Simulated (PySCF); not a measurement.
H8N2OSi2, SMILES N[SiH2]O[SiH2]N. Atoms are numbered in the order given.

```xyz
13

Si    -1.5131     0.3181    -0.3842
N     -1.8582    -0.4705     1.1119
O      0.0000     0.0000    -1.0099
Si     1.5131    -0.3181    -0.3842
N      1.8582     0.4705     1.1119
H     -1.6287     1.7798    -0.1300
H     -2.4921    -0.1509    -1.3966
H     -2.0328    -1.4687     1.1664
H     -1.5221    -0.1016     1.9950
H      1.6287    -1.7798    -0.1300
H      2.4921     0.1509    -1.3966
H      1.5221     0.1016     1.9950
H      2.0328     1.4687     1.1664
```
Charge 0, spin multiplicity 1.

Geometry: B3LYP-D3(BJ)/def2-SVP. One conformer was computed; it need not be the lowest.

Level of theory: B3LYP-D3(BJ)/def2-SVP run with PySCF.

Frequencies are harmonic and unscaled.

**Question.** Estimate the vibrational spectrum. (Estimate from the structure and the level; the computed values follow.)

**Answer.** 
```tsv
mode	ν (cm⁻¹)	IR (km/mol)	Raman (Å⁴/amu)	depolarisation	moving atoms (share of kinetic energy)
1	32	2.0	0.3	0.75	O 34 %, H 31 %, Si 20 %, N 15 %
2	45	0.5	0.0	–	N 50 %, H 36 %, Si 12 %
3	68	0.1	0.2	0.50	N 52 %, Si 19 %, H 17 %, O 12 %
4	158	121.6	1.7	0.75	H 95 %
5	264	69.6	2.4	0.75	H 54 %, O 21 %, Si 16 %, N 9 %
6	267	0.7	6.6	0.75	H 98 %
7	313	82.0	1.5	0.55	H 81 %, Si 9 %
8	314	288.5	1.4	0.75	H 43 %, N 41 %, Si 10 %
9	384	1.8	2.4	0.41	N 35 %, O 30 %, Si 19 %, H 16 %
10	554	35.8	0.1	0.75	H 87 %, Si 8 %
11	557	14.0	2.2	0.73	H 83 %, Si 16 %
12	613	5.7	14.3	0.18	Si 50 %, O 28 %, H 17 %
13	804	40.4	3.3	0.75	H 86 %
14	806	8.6	10.7	0.59	H 88 %
15	839	13.7	4.3	0.75	N 52 %, Si 24 %, H 22 %
16	855	25.8	9.8	0.37	N 47 %, H 32 %, Si 21 %
17	891	6.0	14.8	0.75	H 79 %, N 15 %
18	893	81.5	5.5	0.75	H 77 %, N 16 %
19	912	604.7	4.7	0.75	H 74 %, Si 20 %
20	948	221.8	12.7	0.75	H 88 %, Si 10 %
21	955	210.8	10.9	0.72	H 84 %, Si 13 %
22	995	163.3	18.9	0.71	H 78 %, Si 19 %
23	1056	280.0	1.2	0.75	O 70 %, H 17 %, Si 13 %
24	1537	65.8	4.1	0.75	H 89 %, N 11 %
25	1542	18.9	7.4	0.75	H 89 %, N 11 %
26	2235	284.0	4.5	0.75	H 97 %
27	2236	13.1	193.3	0.30	H 96 %
28	2256	157.5	88.0	0.75	H 97 %
29	2261	124.5	214.2	0.04	H 97 %
30	3578	15.5	2.5	0.75	H 96 %
31	3579	27.1	202.0	0.11	H 96 %
32	3673	41.0	29.8	0.75	H 91 %, N 9 %
33	3674	11.8	92.3	0.75	H 91 %, N 9 %
```
